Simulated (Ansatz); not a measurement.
A structure relaxed at B3LYP-D4/def2-SVP in Ansatz, charge 0, singlet:

```
atom   x (Å)   y (Å)   z (Å)
  B1   0.372   1.152   0.917
  B2  -1.196   0.444   0.547
  H3  -0.859   1.690   0.735
  B4   0.297  -0.644   0.488
  P5   0.479  -0.965  -1.423
  H6   1.433  -0.498   0.901
  H7   0.648   1.352   2.073
  H8   1.041   1.708   0.073
  H9  -1.940   0.142   1.446
 H10  -1.672   0.458  -0.575
 H11  -0.175  -1.644   0.977
 H12  -0.626  -1.580  -2.051
 H13   0.662   0.181  -2.228
 H14   1.535  -1.795  -1.880
```

Problem. Give its formula.

Solution. B3PH10.

Problem. Summarise the bond lengths by kind (pairs closer than 1.2 times the sum of covalent radii, bridged metal pairs left out).

Solution. 3 × B–B 1.76 to 1.85 Å; 1 × B–P 1.95 Å; 8 × B–H 1.21 to 1.36 Å; 3 × H–P 1.41 to 1.42 Å.
